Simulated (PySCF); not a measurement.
B3LYP has the VWN-RPA correlation part, as in Gaussian. Delta-SCF ions had no search for a lower state. Excitations are Tamm–Dancoff values on a coarser integration grid. The basis has no diffuse functions, so Rydberg states are missing or too high.

Z-matrix (Å, degrees):
```
Si
F 1 1.5974
F 1 1.5974 2 103.80
N 1 1.6874 2 116.47 3 114.77
H 4 1.0060 1 121.90 2 70.02
H 4 1.0064 5 112.70 1 158.62
N 1 1.6874 2 104.95 3 -122.72
H 7 1.0061 1 121.90 2 -175.85
H 7 1.0065 8 112.70 1 158.62
```
Charge 0, spin multiplicity 1.

Task: Give the total energy, brightest of the four lowest singlets (TDA), vertical ionisation energy (Delta-SCF), S1–T1 gap (TDA) and S1 oscillator strength at the level B3LYP-D3(BJ)/def2-TZVP (PySCF).

Result: 
```
Quantity                                           Result
-------------------------------------------  ------------
total energy                                 -16367.54 eV
brightest of the four lowest singlets (TDA)       7.10 eV
vertical ionisation energy (Delta-SCF)           10.36 eV
S1–T1 gap (TDA)                                   0.45 eV
S1 oscillator strength                              0.027
```
